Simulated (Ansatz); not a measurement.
The C4–H6 bond of C2H7B (SMILES BCC) is stretched (multiplicity 1, the rest rigid).
Geometry at rest (charge 0, multiplicity 1):
```xyz
10

B     -0.7451     1.0097     0.7393
H     -1.0555     1.2698     1.8631
H     -1.1425     1.7179    -0.1381
C      0.2045    -0.1837     0.4538
C      0.3821    -0.6374    -0.9973
H     -0.0317    -1.0298     1.1103
H      1.1699     0.1762     0.8572
H      0.6743     0.1982    -1.6362
H     -0.5510    -1.0392    -1.3976
H      1.1427    -1.4149    -1.0944
```

Cores are frozen in the correlated methods.

Programs: Ansatz (an electronic-structure program). 

FIC-MRCISD+Q on CASSCF(2,2)/cc-pVDZ, total energies (hartree):

| R (Å) | CASSCF | MRCISD | weight c² of the reference |
|---|---|---|---|
| 1.097 | -104.496173 | -104.862461 | 0.88340 |
| 1.919 | -104.400416 | -104.758409 | 0.88267 |
| 3.509 | -104.344227 | -104.697827 | 0.88285 |

Problem. Add the Davidson correction (E_MRCISD − E_CASSCF)(1 − c²)/c² and give the energies above the first point at the three levels.

Solution. 
Corrections (hartree): -0.048348, -0.047588, -0.046920. Above the first point (kcal/mol):
- R = 1.919 Å: CASSCF 60.1, MRCISD 65.3, with the correction 65.8
- R = 3.509 Å: CASSCF 95.3, MRCISD 103.3, with the correction 104.2
